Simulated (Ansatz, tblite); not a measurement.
Spin states of TlH₂, each relaxed with r2SCAN-D4/def2-TZVP in Ansatz. Electronic energies in the gas phase.

In the def2 sets Tl takes a core potential; there is no spin–orbit coupling. The xTB rows come from tblite. HSE06 is defined as in plane-wave codes, on full-range PBE exchange. Correlated methods freeze 4 core orbitals; core or outer-core shells of Tl are correlated, in sets that lack core-valence functions. The structure comes from a short search, and lower isomers may exist.

Doublet geometry (C2v within 0.1 Å):

Cartesian coordinates in Å:
```
Tl -0.485 0.249 0.118
H 0.824 1.260 -0.595
H -0.339 -1.509 0.477
```

Quartet geometry (C2v within 0.1 Å):

```xyz
3

Tl    0.588   -0.776    0.363
H     0.649    1.054   -0.287
H    -1.238   -0.278   -0.076
```

⟨S²⟩: doublet 0.76 at PBE0-D4/def2-TZVP (pure 0.75), quartet 3.76 at PBE0-D4/def2-TZVP (pure 3.75).

Only these spin states were relaxed.

```tsv
level	quartet − doublet (kcal/mol)	lowest of these
GFN1-xTB	144.2	doublet
GFN2-xTB	155.8	doublet
HF/def2-TZVP	59.6	doublet
HF/def2-TZVPP	59.5	doublet
PBE-D4/def2-TZVP	74.4	doublet
BLYP-D4/def2-TZVP	76.7	doublet
r2SCAN-D4/def2-TZVP	70.8	doublet
B97M-V/def2-TZVP	82.8	doublet
PBE0-D4/def2-TZVP	73.6	doublet
r2SCAN0-D4/def2-TZVP	70.0	doublet
HSE06-D4/def2-TZVP	73.6	doublet
ωB97M-V/def2-TZVP	79.9	doublet
RPA@PBE/def2-TZVP	75.0	doublet
MP2/def2-TZVP	67.8	doublet
MP2/def2-TZVPP	69.7	doublet
CCSD/def2-TZVPP	74.0	doublet
CCSD(T)/def2-TZVPP	74.4	doublet
```

Change of the quartet − doublet gap on mixing in exact exchange, in kcal/mol: PBE to PBE0 (25 % exact exchange) -0.7; r2SCAN to r2SCAN0 (25 % exact exchange) -0.8.

The xTB methods have no term that favours high spin, so they put low spin too low.
